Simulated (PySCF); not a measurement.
Electric properties by functional and basis

Compound: C2H5BrOSi.
SMILES: `C=CO[SiH2]Br`

PySCF, dipoles from the SCF density, polarisabilities from static response with core orbitals frozen. Isolated species at its PBE0-D3(BJ)/def2-SVP geometry (one conformer only). The LDA/def2-SVPD calculation is non-relativistic and has no spin–orbit coupling, an omission that weighs most on bromine.

Compare the levels for these properties.

| level | μ (D) | α (Å³) | anisotropy (Å³) |
| --- | --- | --- | --- |
| LDA/def2-SVPD | 1.113 | 11.71 | 3.16 |
| PBE/def2-SVPD | 1.064 | 11.58 | 3.12 |
| B3LYP/def2-SVPD | 1.144 | 11.21 | 2.83 |
| PBE0/def2-SVPD | 1.148 | 11.10 | 2.80 |
| BHandHLYP/def2-SVPD | 1.230 | 10.77 | 2.56 |
| CAM-B3LYP/def2-SVPD | 1.204 | 11.01 | 2.69 |
| wB97X-D/def2-SVPD | 1.195 | 11.02 | 2.66 |
| LC-wPBE/def2-SVPD | 1.229 | 10.77 | 2.60 |
| HF/def2-SVPD | 1.346 | 10.36 | 2.28 |
| PBE0/6-31G* | 1.477 | 8.59 | 3.31 |
| PBE0/def2-SVP | 1.190 | 8.89 | 3.08 |
| PBE0/aug-cc-pVDZ | 1.166 | 11.23 | 2.84 |
| PBE0/def2-TZVP | 1.113 | 10.38 | 2.93 |
| PBE0/def2-TZVPD | 1.100 | 11.25 | 2.80 |

The anisotropy is √(½[(α1 − α2)² + (α2 − α3)² + (α3 − α1)²]). The dipole runs from 1.06 D (PBE/def2-SVPD) to 1.48 D (PBE0/6-31G*). No reference polarisability is at hand; against PBE0 in the largest diffuse basis at hand (def2-TZVPD) the other PBE0 rows deviate by 6-31G* -24%, def2-SVP -21%, def2-SVPD -1%, aug-cc-pVDZ 0%, def2-TZVP -8%. In one basis (def2-SVPD) the functionals order the polarisability from HF (lowest) to LDA (highest), a spread of 13%. With PBE0 the polarisability is 9.29 Å³ without diffuse functions (mean of 6-31G*, def2-SVP and def2-TZVP) and 11.19 Å³ with them (mean of def2-SVPD, aug-cc-pVDZ and def2-TZVPD).
